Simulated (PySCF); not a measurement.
First SCF of a structure search on singlet ZrOCl2, at a hand-made T-shaped (ligand arrangement 1) geometry. PySCF input:

```python
from pyscf import gto, scf, dft
mol = gto.M(atom='''
Zr     0.000000     0.000000     0.000000
O     -1.838900     0.000000     0.064200
Cl     0.000000     0.000000     2.530000
Cl     2.528500     0.000000     0.088300''',
    basis={'Zr': 'def2-TZVP', 'O': 'def2-TZVP', 'Cl': 'def2-TZVP'},
    ecp={'Zr': 'def2-TZVP'},
    charge=0, spin=0)
mf = dft.RKS(mol, xc='PBE0')
mf.grids.atom_grid = (50, 194)
aux = {'Zr': 'def2-universal-JKFIT', 'O': 'def2-universal-JKFIT', 'Cl': 'def2-universal-JKFIT'}
mf = mf.density_fit(auxbasis=aux)
mf.conv_tol = 1e-08
mf.diis_space = 10
mf.max_cycle = 60
mf.init_guess = 'minao'
mf.verbose = 4
mf.kernel()
```

Excerpt of the output (cycles and frontier levels):

```
init E= -1036.9140851022
  HOMO = -0.507079079985834  LUMO = -0.440679299496722  gap/eV = 1.80683
cycle= 1 E= -1042.14373338482  delta_E= -5.23  |g|= 1.13  |ddm|=  4.5
  HOMO = -0.0408907533093722  LUMO = -0.0058805636727098  gap/eV = 0.95268
cycle= 2 E= -1039.42380398555  delta_E= 2.72  |g|= 3.01  |ddm|= 3.18
  HOMO = -0.289863919047867  LUMO = -0.0882407212833043  gap/eV = 5.48645
cycle= 3 E= -1042.17712806614  delta_E= -2.75  |g|= 1.06  |ddm|= 2.78
  HOMO = -0.296674073381862  LUMO = -0.17357701142897  gap/eV = 3.34964
cycle= 4 E= -1042.45545977999  delta_E= -0.278  |g|= 0.211  |ddm|= 0.775
  HOMO = -0.317085780989019  LUMO = -0.154746324453667  gap/eV = 4.41748
cycle= 5 E= -1042.46559532075  delta_E= -0.0101  |g|= 0.126  |ddm|= 0.282
  HOMO = -0.300917944061246  LUMO = -0.151961019585321  gap/eV = 4.05332
cycle= 6 E= -1042.46924395089  delta_E= -0.00365  |g|= 0.0341  |ddm|= 0.116
  HOMO = -0.302629315606153  LUMO = -0.151210473599633  gap/eV = 4.12032
cycle= 7 E= -1042.46947266589  delta_E= -0.000229  |g|= 0.0135  |ddm|= 0.0173
  HOMO = -0.302472371698592  LUMO = -0.151461331320357  gap/eV = 4.10922
cycle= 8 E= -1042.46950594545  delta_E= -3.33e-05  |g|= 0.00483  |ddm|= 0.00683
  HOMO = -0.302855063986982  LUMO = -0.151455943271047  gap/eV = 4.11978
cycle= 9 E= -1042.46951068717  delta_E= -4.74e-06  |g|= 0.00125  |ddm|= 0.00287
  HOMO = -0.302800222182013  LUMO = -0.151444335527297  gap/eV = 4.11860
cycle= 10 E= -1042.46951099911  delta_E= -3.12e-07  |g|= 0.00036  |ddm|= 0.00106
  HOMO = -0.302810398736509  LUMO = -0.151453917887873  gap/eV = 4.11862
cycle= 11 E= -1042.46951103296  delta_E= -3.38e-08  |g|= 6.82e-05  |ddm|= 0.000302
  HOMO = -0.302806964208004  LUMO = -0.151454552892381  gap/eV = 4.11851
cycle= 12 E= -1042.46951103415  delta_E= -1.19e-09  |g|= 1.25e-05  |ddm|= 6.02e-05
  HOMO = -0.302809307041566  LUMO = -0.151452504286919  gap/eV = 4.11863
Extra cycle  E= -1042.46951103413  delta_E= 2.96e-11  |g|= 1.81e-05  |ddm|= 3e-05
converged SCF energy = -1042.46951103413
```

No lower solution of this spin was found from smeared starts or by a stability analysis within the restricted form, which does not test spin polarisation.

The search for the lowest solution, 3 starts and the stability check together, took 13 s on 4 threads of a shared Arm Neoverse V1 host, with 145 basis functions; the process peaked at 0.6 GiB. Launch command: `OMP_NUM_THREADS=4 python axn.py task.json out`.
